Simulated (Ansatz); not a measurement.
Species: C3H5Cl (charge 0, singlet). 
Structure (B3LYP-D3(BJ)/def2-TZVP (Ansatz, a first-principles code) minimum search):
SMILES: C/C=C/Cl
```xyz
9

C     -2.4001     0.0573    -0.0666
C     -0.9526     0.4339    -0.0613
C      0.0292    -0.4473     0.0387
Cl     1.7132    -0.0083     0.0448
H     -2.8847     0.3888    -0.9890
H     -2.9297     0.5371     0.7609
H     -2.5361    -1.0211     0.0213
H     -0.7075     1.4873    -0.1443
H     -0.1263    -1.5137     0.1251
```
Charge 0, spin multiplicity 1.

Basis-set convergence of Hartree-Fock and CCSD correlation energies (hartree) with Ansatz. Cores are frozen in the correlated levels unless marked. Spin-orbit coupling is left out. Non-relativistic.

| basis | functions | E(HF) | E(corr, CCSD) |
|---|---|---|---|
| aug-cc-pV(D+d)Z | 146 | -576.01297 | -0.62407 |
| aug-cc-pV(T+d)Z | 308 | (withheld) | (withheld) |

Q: Complete the blanks.

A: 
- aug-cc-pV(T+d)Z, E(HF): -576.05602
- aug-cc-pV(T+d)Z, E(corr, CCSD): -0.74358
